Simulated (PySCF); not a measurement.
## Working out the ionisation energy of N²⁺

N²⁺ [He] 2s2 2p1 (2P) → N³⁺ [He] 2s2 (1S). Calculation: PySCF 2.14, in aug-cc-pVDZ-DK; scalar relativity by spin-free X2C-1e. Frozen: 1s2. Energies in hartree (1 hartree = 27.21139 eV):

```tsv
part	N²⁺ (lower)	N³⁺ (upper)
UHF	-52.836973	-51.098446
MP2 opposite-spin	-0.043750	-0.046308
MP2 same-spin	-0.002351	0.000000
```

Problem. What does Hartree-Fock give?

Solution. (-51.098446) − (-52.836973) = 1.738527 hartree = 47.308 eV.

Problem. What do MP2 and SCS-MP2 (6/5 opposite-spin, 1/3 same-spin) give?

Solution. The opposite-spin parts differ by -0.070 eV and the same-spin parts by 0.064 eV. MP2: 47.308 + (-0.070) + (0.064) = 47.302 eV. SCS-MP2: 47.308 + 1.2 × (-0.070) + (0.064)/3 = 47.245 eV.

A first-order spin-orbit estimate adds 0.013 eV to MP2 (valence), giving 47.315 eV against 47.445 eV (semi-empirical (NIST evaluation); NIST Atomic Spectra Database, ionization energies).

A double-zeta basis recovers only part of the correlation energy.

What remains against the reference includes basis incompleteness, the frozen core and correlation beyond second order.
